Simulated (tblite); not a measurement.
Species: C4H5F2NO.
Numbering: `[H]/[N:4]=[C:3](\[CH:2]=[CH2:1])[O:5][CH:6]([F:7])[F:8]` (hydrogens: H9, H10 on C1; H11 on C2; H12 on N4; H13 on C6)

A start from a force field or distance geometry was refined with GFN2-xTB geometry optimisation, gas phase (tblite). Values at the start:

| coordinate | start |
| --- | --- |
| C1=C2 | 1.321 Å |
| C1–H9 | 1.084 Å |
| C1–H10 | 1.099 Å |
| C2–C3 | 1.477 Å |
| C2–H11 | 1.095 Å |
| C3=N4 | 1.296 Å |
| C3–O5 | 1.339 Å |
| N4–H12 | 1.024 Å |
| O5–C6 | 1.417 Å |
| C6–F7 | 1.362 Å |
| C6–H13 | 1.083 Å |
| C1–C2–C3 | 122.2° |
| C2–C3–N4 | 126.6° |
| C2–C3–O5 | 109.1° |
| C3–O5–C6 | 113.7° |
| N4–C3–O5 | 124.4° |
| O5–C6–F7 | 106.6° |
| O5–C6–F8 | 108.5° |
| F7–C6–F8 | 105.5° |
| C1–C2–C3–N4 | -35° |
| C2–C3–O5–C6 | -174° |
| C3–O5–C6–F7 | -163° |

Problem. How do these coordinates change at the GFN2-xTB level?

Solution. 
| coordinate | GFN2-xTB (Å or °) | change |
| --- | --- | --- |
| O5–C6 | 1.363 | -0.054 |
| C3=N4 | 1.260 | -0.036 |
| C3–O5 | 1.369 | +0.030 |
| C1–H10 | 1.076 | -0.023 |
| C6–H13 | 1.102 | +0.019 |
| C6–F7 | 1.343 | -0.019 |
| C2–H11 | 1.080 | -0.015 |
| N4–H12 | 1.012 | -0.012 |
| C2–C3 | 1.469 | -0.008 |
| C1–H9 | 1.079 | -0.005 |
| C1=C2 | 1.326 | +0.005 |
| N4–C3–O5 | 119.6 | -4.8 |
| C3–O5–C6 | 117.8 | +4.1 |
| C2–C3–N4 | 130.1 | +3.5 |
| O5–C6–F8 | 110.5 | +2.0 |
| O5–C6–F7 | 108.4 | +1.8 |
| C1–C2–C3 | 123.9 | +1.7 |
| C2–C3–O5 | 110.3 | +1.2 |
| F7–C6–F8 | 106.1 | +0.6 |
| C1–C2–C3–N4 | 0 | +35 |
| C3–O5–C6–F7 | -143 | +20 |
| C2–C3–O5–C6 | 179 | -7 |

The energy falls by 5.1 kcal/mol over 72 L-BFGS steps, the largest force on an atom goes from 2.27 to 0.009 eV/Å, and the atoms move by 0.432 Å rms after alignment. The bond that changes most is O5–C6 (ends: oxygen bonded to 2 C; CHF2 carbon), which shortens by 0.054 Å. Bonds longer at the end by more than 0.005 Å: 2 of 12; shorter: 8. Among the dihedrals that turn most is C1–C2–C3–N4, from -35° to 0°. Rotational constants go from 4849, 1112, 1036 to 5228, 1061, 998.1 MHz.

Time: 0.35 s wall. Hardware: an Arm Neoverse V1 with one thread, on a shared host.

Its GFN2-xTB frequencies are all real (lowest 28 cm⁻¹). One conformer, not necessarily the lowest.

All values are computed, not measured.
